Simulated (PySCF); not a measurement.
**Electronic structure of B²⁺ (boron, charge +2) at the UHF level**

Configuration: [He] 2p1, 2P determinant (an excited configuration). Computed with PySCF 2.14 in aug-cc-pVTZ, with no relativity, point nucleus.

- Total energy: -23.152217 hartree
- One-electron energy: -27.5929 hartree
- Hartree (Coulomb) energy: 7.6696 hartree
- Exchange energy: -3.2289 hartree
- Kinetic energy: 23.14091 hartree
- ⟨S²⟩: 0.7500
- ⟨L²⟩: 2.000
- Sum of ⟨r⟩: 2.243 bohr
- Sum of ⟨r²⟩: 3.355 bohr²
- Traceless quadrupole moment −½Σ⟨3z² − r²⟩ along its main axis: -1.23 e·bohr²
- Density at the nucleus (Gaussians lack the cusp): 66.4 bohr⁻³
- Spin density at the nucleus: -0.218 bohr⁻³
- Langevin diamagnetic susceptibility: -2.66 ×10⁻⁶ cm³/mol

| shell | electrons | mean orbital energy (eV) | rms radius, mean of both spins (bohr) |
| --- | --- | --- | --- |
| 1s α | 1 | -239.03 | 0.379 |
| 1s β | 1 | -238.38 | 0.379 |
| 2p α | 1 | -31.758 | 1.75 |

Spin-orbit constants ζ (cm⁻¹) from the X2C one-electron operator on these orbitals (non-relativistic here): bare nucleus, nucleus screened by l(l+1)(2l+1)/3 electrons, and screened by the Breit-Pauli mean field of the electrons.

```tsv
shell	bare	screened nucleus	mean field
2p	44.06	26.44	20.53
```

To first order the Landé constant is A = 20.53 cm⁻¹, so the lowest level has J = 1/2 and lies 0.00255 eV below the centre of the term.
